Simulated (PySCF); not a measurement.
NICS in isomers of C8H12N2.

Probes without a nucleus sit at each ring's centroid and 1 Å off its mean plane on both sides; NICS is minus the shielding there, NICSzz its component along the normal. Level: GIAO PBE0/pcSseg-1 (PySCF, non-relativistic, gas phase) on the GFN2-xTB geometries, one conformer each. Atom numbers follow the mapped SMILES.

Question: Order these rings by mean NICS(1)zz, lowest (most negative) first (ppm).
A. ring C1–C2–N3–N4–C10 in `[cH:1]1[cH:2][n:3][n:4]([CH:5]2[CH2:6][CH2:7][CH2:8][CH2:9]2)[cH:10]1`
B. ring N4–N5–C6–C7–C9 in `[CH2:1]=[CH:2][CH2:3][n:4]1[n:5][cH:6][c:7]([CH3:8])[c:9]1[CH3:10]`
C. ring C5–C6–C7–N8–N9–C10 in `[CH3:1][C:2]([CH3:3])([CH3:4])[c:5]1[cH:6][cH:7][n:8][n:9][cH:10]1`
D. ring C2–C3–C4–C5–C8 in `[CH2:1]=[C:2]1[CH:3]=[CH:4][C:5]([CH2:6][NH2:7])=[C:8]1[CH2:9][NH2:10]`

Answer: A (-31.0), B (-29.0), C (-27.8), D (-1.4).

```
           SMILES                                                    ring  NICS(0)  NICS(1)  NICS(1)zz   HOMA  rms pucker (Å)  ring atoms with four or more neighbours
 c1cnn(C2CCCC2)c1     5-membered ring with 2 N; formal bonds all aromatic    -13.6    -12.1      -31.0   0.97            0.00                                        0
  C=CCn1ncc(C)c1C     5-membered ring with 2 N; formal bonds all aromatic    -12.9    -11.6      -29.0   0.96            0.00                                        0
 CC(C)(C)c1ccnnc1     6-membered ring with 2 N; formal bonds all aromatic     -5.8    -11.5      -27.8   0.98            0.00                                        0
C=C1C=CC(CN)=C1CN  5-membered carbocycle; formal bonds 2 double, 3 single      1.2     -3.1       -1.4  -0.09            0.00                                        0
```

NICS(0) gives the same order. The isotropic NICS(1) gives the same order. Over the 4 rings with a HOMA value its correlation coefficient with NICS(1)zz is -0.99. HOMA uses Krygowski's 1993 parameters. NICS(1) and NICS(1)zz are means over the two faces.
